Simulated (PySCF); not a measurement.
## Ir3 at several levels of theory

Computed with PySCF 2.14.0 (density fitting, no spin-orbit coupling) at the geometry relaxed with r2SCAN:

```xyz
3
Ir3 (quartet)
Ir    0.0000    0.0000    2.2251
Ir    0.0000    0.0000    0.0000
Ir    0.0000    0.0000   -2.2251
```

```json
{"level": "r2SCAN", "basis": "Ir def2-SVP with ECP60", "state": "quartet", "HOMO (eV)": "-5.66", "gap (eV)": "0.40", "charge on Ir1 (e)": "0.13", "dipole about the centre of mass (D)": "0.00", "largest force component (eV/Å)": "0.51"}
{"level": "BLYP", "basis": "the same", "state": "quartet", "HOMO (eV)": "-5.28", "gap (eV)": "0.10", "charge on Ir1 (e)": "0.05", "dipole about the centre of mass (D)": "0.00", "largest force component (eV/Å)": "0.83"}
{"level": "r2SCAN", "basis": "Ir def2-TZVP with ECP60", "state": "quartet", "HOMO (eV)": "-5.66", "gap (eV)": "0.40", "charge on Ir1 (e)": "0.05", "dipole about the centre of mass (D)": "0.00", "largest force component (eV/Å)": "0.76"}
```

HOMO and gap are taken over both spins. Charges are Mulliken's, which hang on the basis. The relaxation used the grid (50, 194), these runs (75, 302) or, all-electron (x2c bases, spin-free X2C Hamiltonian), (99, 590).

Q: A further run in the first row's basis gives HOMO (eV) -5.79, gap (eV) 0.74, charge on Ir1 (e) 0.15, dipole about the centre of mass (D) 0.01, largest force component (eV/Å) 0.39. Which level was it?
A. TPSSh
B. M06-L
C. B3LYP

A: A. The others give HOMO -5.36 eV (M06-L); -6.11 eV (B3LYP).

No frequency check is given that shows the relaxed geometry to be a minimum. Open shells may have lower solutions than the one found.

A gap near or under zero over both spins lies within a partly filled shell and is no excitation energy.
